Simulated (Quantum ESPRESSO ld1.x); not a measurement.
Input file for ld1.x (Quantum ESPRESSO 7.5):

```
 &input
    zed=60.0,
    iswitch=1,
    rel=1,
    dft='REVPBE',
    config='[Xe] 4f3 6s2 6p1',
    prefix='ld1',
    max_out_wfc=37,
    file_charge='ld1.rho',
 /
```

It prints (banner and zero overlaps left out):

```
     Program LD1 v.7.5 starts

     --------------------------- All-electron run ----------------------------

     scalar relativistic calculation

     atomic number is 60.00
     dft =REVPBE   lsd =0 sic =0 latt =0  beta=0.20 tr2=1.0E-14
     Exchange-correlation= REVPBE
                           (   1   4   4   4   0   0   0)
     mesh =2089 r(mesh) = 100.44953 a.u. xmin = -8.00 dx = 0.00800
     1 Ry =  13.60569312 eV, c = 137.03599908

     n l     nl                  e(Ry)          e(Ha)          e(eV)
     1 0     1S 1( 2.00)     -3190.8879     -1595.4440    -43414.2420
     2 0     2S 1( 2.00)      -516.7134      -258.3567     -7030.2443
     2 1     2P 1( 6.00)      -461.9246      -230.9623     -6284.8046
     3 0     3S 1( 2.00)      -112.7284       -56.3642     -1533.7480
     3 1     3P 1( 6.00)       -95.4545       -47.7273     -1298.7250
     4 0     4S 1( 2.00)       -23.0078       -11.5039      -313.0373
     4 1     4P 1( 6.00)       -17.3405        -8.6703      -235.9295
     3 2     3D 1(10.00)       -71.5104       -35.7552      -972.9482
     5 0     5S 1( 2.00)        -3.4412        -1.7206       -46.8202
     5 1     5P 1( 6.00)        -2.0295        -1.0147       -27.6122
     4 2     4D 1(10.00)        -9.2838        -4.6419      -126.3120
     4 3     4F 1( 3.00)        -0.7362        -0.3681       -10.0170
     6 0     6S 1( 2.00)        -0.3742        -0.1871        -5.0909
     6 1     6P 1( 1.00)        -0.1602        -0.0801        -2.1800

     final scf error:  5.9E-15 reached in  25 iterations

     Etot =  -19248.231114 Ry,   -9624.115557 Ha, -261885.525699 eV

     Ekin =   20487.885089 Ry,   10243.942544 Ha,  278751.877256 eV
     Encl =  -46710.690685 Ry,  -23355.345342 Ha, -635531.323017 eV
     Eh   =    7418.488055 Ry,    3709.244028 Ha,  100933.671916 eV
     Exc  =    -443.913573 Ry,    -221.956787 Ha,   -6039.751854 eV
```

Run on one thread of a shared host, so times are rough (Intel(R) Xeon(R) Processor @ 2.60GHz): 0.65 s of CPU time, 1.3 s wall, 25 iterations on 2089 mesh points.
